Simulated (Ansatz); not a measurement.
One change: `[SiH3]N([SiH3])[Si]Cl` becomes `[SiH3]N([SiH3])[Si]Br`.

Ansatz, PBE0-D4/def2-TZVP geometries, multiplicity 1. Each molecule was computed in one conformer, which needn't be the lowest.

Scalar relativity is left out up to krypton.

```csv
property,`[SiH3]N([SiH3])[Si]Cl`
HOMO–LUMO gap (PBE/def2-TZVPP) / eV,3.35
zero-point energy (PBE0-D4/def2-TZVP) / kJ/mol,155.3
HOMO energy (PBE/def2-TZVPP) / eV,-6.18
HOMO–LUMO gap (B3LYP/def2-TZVPP) / eV,4.87
LUMO energy (PBE0/def2-TZVPP) / eV,-2.04
HOMO energy (PBE0/def2-TZVPP) / eV,-7.25
```

Problem. What does the change do to each property? (Estimate.)

Solution. Computed: 
```json
{"property": "HOMO–LUMO gap (PBE/def2-TZVPP) / eV", "`[SiH3]N([SiH3])[Si]Br`": "3.20", "shift": "-0.15"}
{"property": "zero-point energy (PBE0-D4/def2-TZVP) / kJ/mol", "`[SiH3]N([SiH3])[Si]Br`": "154.3", "shift": "-1.0"}
{"property": "HOMO energy (PBE/def2-TZVPP) / eV", "`[SiH3]N([SiH3])[Si]Br`": "-6.11", "shift": "0.07"}
{"property": "HOMO–LUMO gap (B3LYP/def2-TZVPP) / eV", "`[SiH3]N([SiH3])[Si]Br`": "4.67", "shift": "-0.20"}
{"property": "LUMO energy (PBE0/def2-TZVPP) / eV", "`[SiH3]N([SiH3])[Si]Br`": "-2.15", "shift": "-0.11"}
{"property": "HOMO energy (PBE0/def2-TZVPP) / eV", "`[SiH3]N([SiH3])[Si]Br`": "-7.16", "shift": "0.09"}
```

With PBE0 the HOMO rises by 0.09 eV and the LUMO falls by 0.11 eV, so the gap narrows by about 0.20 eV. PBE moves the HOMO by 0.07 eV and ωB97M-V by 0.12 eV.

B3LYP here is the variant with VWN-RPA as its local correlation; programs differ in this.

Spin–orbit coupling is left out; it splits and shifts lone-pair levels of the heavy atoms by tenths of an eV.
